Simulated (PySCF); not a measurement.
## ZnBr⁺: energy against distance

Set-up: PySCF, no relativity, basis sets Zn pcseg-1, Br pcseg-1. Energies in eV from Zn⁺ + Br in their ground configurations at the same level. State: ¹Σ⁺ (singlet), closed shell.

Curves on a restricted Hartree–Fock reference rise too fast on stretching and do not dissociate correctly.

| R (Å) | RHF |
| --- | --- |
| 1.899 | 0.153 |
| 1.987 | -0.575 |
| 2.075 | -0.979 |
| 2.142 | -1.128 |
| 2.208 | -1.178 |
| 2.274 | -1.155 |
| 2.363 | -1.038 |
| 2.473 | -0.802 |
| 2.605 | -0.444 |
| 2.782 | 0.087 |

Put a parabola through the three lowest points of the RHF curve and estimate Re, k and ωe (reduced mass 35.32 u; 1 eV/Å² = 0.16022 mdyn/Å; ωe = 1302.8·√(k/μ) cm⁻¹).

Through R = 2.142, 2.208, 2.274 Å the second-order coefficient is 8.38 eV/Å², so Re ≈ 2.220 Å, k ≈ 2.69 mdyn/Å and ωe ≈ 359 cm⁻¹. A polynomial fit of higher order to the unrounded RHF energies gives Re = 2.217 Å, k = 2.60 mdyn/Å, ωe = 354 cm⁻¹; anharmonicity and rounding make the difference.

The higher-order fit for each curve: RHF: Re = 2.217 Å, ωe = 354 cm⁻¹, De = 1.18 eV.

For an ion De counts to the pair picked by the measured ionisation energies or electron affinities, which need not be the lowest pair at this level. Where the molecule has an RHF reference, its open-shell atoms are computed with UHF. Hartree–Fock leaves out correlation, which carries a large part of most bond energies and some tenths to 1 eV of ionisation energies.
